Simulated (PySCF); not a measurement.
## TeH⁺: one state, many levels of theory

State: ³Σ⁻ (triplet), unpaired electrons π ↑↑. Set-up: basis Te def2-SVPD with ECP28, H def2-SVPD; scalar-relativistic core potentials; PySCF 2.14. De refers to Te⁺ + H in their high-spin ground configurations, without counterpoise correction. The functionals are run spin-unrestricted. A positive dipole points towards H; it is taken about the centre of mass and depends on that origin.

```
      Level  Re (Å)  ωe (cm⁻¹)  De (eV)  μ (D)
        UHF   1.657       2235     1.68   0.83
    UHF-MP2   1.664       2163     2.28    n/a
UHF-SCS-MP2   1.666       2158     2.35    n/a
   UHF-CCSD   1.675       2089     2.43    n/a
UHF-CCSD(T)   1.677       2075     2.46    n/a
        PBE   1.696       2032     2.84   0.73
       TPSS   1.685       2082     2.94   0.69
     r²SCAN   1.679       2099     2.82   0.78
      M06-L   1.681       2108     2.93   0.61
       PBE0   1.678       2118     2.75   0.77
     M06-2X   1.673       2145     2.46   0.83
  CAM-B3LYP   1.675       2132     2.88   0.77
```

The bond length runs from 1.657 Å (UHF) to 1.696 Å (PBE). De spans 1.68 eV (UHF, mean field) to 2.94 eV (TPSS, meta-GGA). Correlation at CCSD(T) changes the Hartree–Fock bond energy by +0.78 eV; the triples alone change it by +0.03 eV.

Correlated steps freeze 4 core orbitals. Correlated levels converge slowly with the basis: in double zeta they bind strong bonds too weakly, by up to about 1 eV, and carry superposition errors of some tenths. These are scalar-relativistic numbers at best; spin–orbit coupling would shift them, the dissociation energy most. For an ion De counts to the pair picked by the measured ionisation energies or electron affinities, which need not be the lowest pair at this level. The state is the lowest determinant that a PBE0 search found; another state may lie lower at other levels.
